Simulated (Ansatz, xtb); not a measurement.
## Two isomers of C5H8Cl2Si

Structure I: `ClC1=C[SiH2]C[C@H](Cl)C1`, a singlet. Structure II: `C[Si@H](Cl)C1=C(Cl)CC1`, a singlet. Both are isolated molecules in the gas phase, relaxed with r2SCAN-D4/def2-SVP; the shapes shown needn't be the lowest conformers.

I (Å):

| atom | x (Å) | y (Å) | z (Å) |
| --- | --- | --- | --- |
| C | 1.0058 | 1.5057 | 0.6339 |
| C | 0.1697 | 1.2900 | -0.3974 |
| C | -0.0500 | -1.3729 | 0.8741 |
| C | 1.3606 | -0.9486 | 1.2351 |
| C | 1.4873 | 0.5133 | 1.6608 |
| Cl | 1.6477 | 3.1164 | 0.9276 |
| Cl | 2.0066 | -1.9720 | 2.6058 |
| Si | -0.6125 | -0.3855 | -0.6410 |
| H | -0.0658 | 2.1420 | -1.0449 |
| H | -0.1414 | -1.0294 | -1.9069 |
| H | -2.1014 | -0.2789 | -0.7055 |
| H | -0.0847 | -2.4559 | 0.6751 |
| H | -0.7273 | -1.1758 | 1.7238 |
| H | 2.0525 | -1.1491 | 0.4001 |
| H | 2.5409 | 0.7298 | 1.8960 |
| H | 0.9320 | 0.6714 | 2.6045 |

II (Å):

```yaml
atoms:
  - { symbol: C, position_ang: [-1.1075, -1.1707, 0.7692] }
  - { symbol: C, position_ang: [1.0611, 0.8047, 1.7149] }
  - { symbol: C, position_ang: [1.1501, 0.5080, 3.0335] }
  - { symbol: C, position_ang: [2.3018, 1.4087, 3.3664] }
  - { symbol: C, position_ang: [2.2377, 1.7785, 1.8500] }
  - { symbol: Cl, position_ang: [1.3272, -0.3797, -1.2109] }
  - { symbol: Cl, position_ang: [0.2616, -0.5575, 4.0605] }
  - { symbol: Si, position_ang: [0.0128, 0.2391, 0.2944] }
  - { symbol: H, position_ang: [-1.6875, -1.5179, -0.1001] }
  - { symbol: H, position_ang: [-1.8103, -0.8518, 1.5559] }
  - { symbol: H, position_ang: [-0.5221, -2.0170, 1.1603] }
  - { symbol: H, position_ang: [-0.7487, 1.3865, -0.2788] }
  - { symbol: H, position_ang: [3.2217, 0.8964, 3.6941] }
  - { symbol: H, position_ang: [2.0758, 2.2280, 4.0691] }
  - { symbol: H, position_ang: [1.9934, 2.8344, 1.6462] }
  - { symbol: H, position_ang: [3.1309, 1.4936, 1.2701] }
```

Q: Which of the two would you expect CCSD(T)/def2-SVP + ΔMP2/def2-TZVPP electronic energies to favour?

A: Structure II; the calculation gives E(II) − E(I) = −0.598 eV.

Level by level:

```
                             level            geometry  E(II) − E(I) (eV)  departure from the last row (eV)  job, with rough time for the two
                          GFN2-xTB            GFN2-xTB              −0.322                            +0.276              optimisation, 0.28 s
                         HF/STO-3G            GFN2-xTB              −0.445                            +0.153              single point, 0.71 s
      r2SCAN-D4/def2-SVP//GFN2-xTB            GFN2-xTB              −0.560                            +0.039               single point, 7.2 s
                r2SCAN-D4/def2-SVP  r2SCAN-D4/def2-SVP              −0.603                            −0.005             optimisation, 1.9 min
                       HF/def2-SVP  r2SCAN-D4/def2-SVP              −0.700                            −0.101           part of the CCSD(T) run
                      MP2/def2-SVP  r2SCAN-D4/def2-SVP              −0.601                            −0.003           part of the CCSD(T) run
                  CCSD(T)/def2-SVP  r2SCAN-D4/def2-SVP              −0.516                            +0.083                      single point
CCSD(T)/def2-SVP + ΔMP2/def2-TZVPP  r2SCAN-D4/def2-SVP              −0.598                                               single point, 2.7 min
```

As drawn, II has 1 Cl–Si, 1 C–H in place of 1 C–Cl, 1 Si–H. Structure I has a 6-membered ring, II a 4-membered ring.

The levels shown agree on the order. The largest departure from CCSD(T)/def2-SVP + ΔMP2/def2-TZVPP is that of GFN2-xTB, 0.276 eV. The last row adds to CCSD(T) the change of the MP2 difference between the two basis sets, here −0.083 eV.

With thermal terms from frequencies at re-optimised GFN2-xTB minima (ideal gas, soft modes damped towards free rotors, one conformer each, 298.15 K, 1 atm): on the last row, ΔE + ΔZPE = −0.573, ΔH = −0.537, ΔG = −0.635 eV.

The correlated steps freeze 20 core orbitals. Programs: Ansatz 0.2.0, xtb 6.7.1; the last row on 4 threads of Arm Neoverse V1 on a shared host.
